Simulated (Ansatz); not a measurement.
The same ligand exchange along the group F, Cl, Br, I.

Computed with Ansatz on PBE0-D4/def2-TZVP structures; ΔE is electronic, products minus reactants. CBS: MP2 limit from def2 TZ/QZ plus the TZ coupled-cluster correction, frozen cores. This one scheme is used for every species. Elements past krypton have def2 core potentials. For Ge, I, Te outer-core shells are correlated without core-valence functions, which leaves a few kJ/mol of doubt a bond. Scalar relativity is left out up to krypton.

Task: Order these by ΔE at CCSD(T)/CBS, lowest first. (Estimate.)
A. `[CH3][GeH2][Cl]` + H₂Te → `[CH3][GeH2][TeH]` + HCl
B. `[CH3][GeH2][I]` + H₂Te → `[CH3][GeH2][TeH]` + HI
C. `[CH3][GeH2][F]` + H₂Te → `[CH3][GeH2][TeH]` + H–F

Result: C (-12.4 kJ/mol), A (+6.5 kJ/mol), B (+20.8 kJ/mol).

Largest T1 diagnostic: 0.011, for `[CH3][GeH2][F]`.
